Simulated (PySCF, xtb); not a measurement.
CaF2, SMILES [F][Ca][F].

Harmonic wavenumbers (cm⁻¹) from GFN2-xTB in xtb 6.7.1 at its own minimum, in rising order: 125, 389, 430.

### Question
What does PBE-D3(BJ)/def2-TZVP (PySCF 2.14.0) give at its own minimum? (An estimate is asked for; the answer gives what the named calculation found.)

### Answer
89, 516, 584. Paired by order, the mean absolute difference is 106 cm⁻¹ and the zero-point energies are 1.3 and 1.7 kcal/mol.
